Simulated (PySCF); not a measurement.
# Yb: excitation energy

Yb [Xe] 4f14 6s2 (1S) → Yb [Xe] 4f13 6s2 6p1 (high-spin determinant), as a difference of total energies. Calculation: PySCF 2.14, in cc-pVDZ-X2C; scalar relativity by spin-free X2C-1e. Correlated levels: valence: [Kr] 4d10 frozen; valence and next inner shell: [Ar] 3d10 frozen. The calculations carry no spin-orbit coupling.

| method | excitation energy (eV) |
| --- | --- |
| UHF | 0.784 |
| LDA | 5.641 |
| PBE | 5.076 |
| PBE0 | 4.112 |
| r2SCAN | 4.271 |
| BLYP | 5.066 |
| M06-L | 4.833 |
| revPBE | 5.004 |
| MP2 (valence) | 5.663 |
| SCS-MP2 (valence) | 4.916 |
| MP2 (valence and next inner shell) | 5.969 |
| SCS-MP2 (valence and next inner shell) | 5.134 |

Task: How much does correlation contribute at MP2 (valence and next inner shell)?

Result: 5.969 − (0.784) = 5.185 eV, measured against UHF.

A first-order spin-orbit estimate (lowest level to lowest level, LS coupling) adds -0.488 eV.

The basis was made for the ground configuration and has no added diffuse functions, so the excitation energy can come out too high.

The determinant of the upper state mixes LS terms, which raises its energy above the lowest term, most at the Hartree-Fock and MP2 levels.
